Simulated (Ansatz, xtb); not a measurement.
C3H4BF3O: 3 structures ranked

3 gas-phase structures of C3H4BF3O, from a drawn sample of its isomers (lower ones may exist). Each was relaxed with GFN2-xTB:

A. `B[C@@]1(C(F)(F)F)CO1`, a singlet
B. `B[C@@H]1O[C@H]1C(F)(F)F`, a singlet
C. `B[C@@H]1O[C@@H]1C(F)(F)F`, a singlet

Task: Make a reasoned guess at their ranking by r2SCAN-D4/def2-SVP single-point energy.

Result: Calculated order at r2SCAN-D4/def2-SVP: A (0.0), B (1.3), C (2.9) kcal/mol.

Energies above the lowest of each column, in kcal/mol; the last columns are at PBE0-D3(BJ)/def2-SVP geometries:

```csv
structure,GFN2-xTB,HF/STO-3G,r2SCAN-D4/def2-SVP,PBE0-D3(BJ)/def2-SVP,CCSD(T)/def2-SVP + ΔMP2/def2-TZVPP
A,0.0,0.0,0.0,0.0,0.0
B,2.1,1.1,1.3,0.9,0.8
C,2.4,2.9,2.9,1.0,1.5
```

Every level run on A puts it lowest or level with the lowest. Flexible structures stand in one conformer each, not always the lowest. ΔMP2 is the change of the MP2 energy from the smaller to the larger basis.

Programs: Ansatz 0.2.0, xtb 6.7.1.
